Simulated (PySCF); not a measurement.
## AsO₂⁺ + 2 H₂O → AsH₄⁺ + 2 O₂

Level: PBE0 in the def2-TZVP basis family, all electrons, no relativity, computed in PySCF with density fitting; open shells unrestricted.

```json
{"species": "AsO₂⁺", "state and structure": "singlet, D∞h, As–O 1.570 Å (×2)", "E (Eh)": "-2385.49758", "ZPE (kJ/mol)": "15.2", "H(298 K) − H(0) (kJ/mol)": "11.9", "S° (J/(mol K))": "246.3"}
{"species": "H₂O", "state and structure": "singlet, C2v, O–H 0.960 Å (×2); H–O–H 105.1°", "E (Eh)": "-76.37736", "ZPE (kJ/mol)": "56.5", "H(298 K) − H(0) (kJ/mol)": "9.9", "S° (J/(mol K))": "188.7"}
{"species": "AsH₄⁺", "state and structure": "singlet, Td, As–H 1.490 Å (×4)", "E (Eh)": "-2237.68136", "ZPE (kJ/mol)": "84.9", "H(298 K) − H(0) (kJ/mol)": "10.6", "S° (J/(mol K))": "216.2"}
{"species": "O₂", "state and structure": "triplet, D∞h, O–O 1.193 Å", "E (Eh)": "-150.23561", "ZPE (kJ/mol)": "10.3", "H(298 K) − H(0) (kJ/mol)": "8.7", "S° (J/(mol K))": "204.9"}
```

Question: What is the electronic reaction energy?

Answer: At PBE0/def2-TZVP, ΔE = 261.8 kJ/mol from the differences of the total energies times 2625.5, uphill. 

Question: Add zero-point, thermal and entropy terms for 298.15 K and 1 bar.

Answer: ΔZPE = -22.7 and Δ[H(298) − H(0)] = -3.7 kJ/mol give ΔH° = 235.4 kJ/mol. ΔS° = 2.3 J/(mol K), so ΔG° = 235.4 − 298.15 × (0.0023) = 235 kJ/mol.

The structures come from searches over a few start shapes, so lower isomers are not excluded.
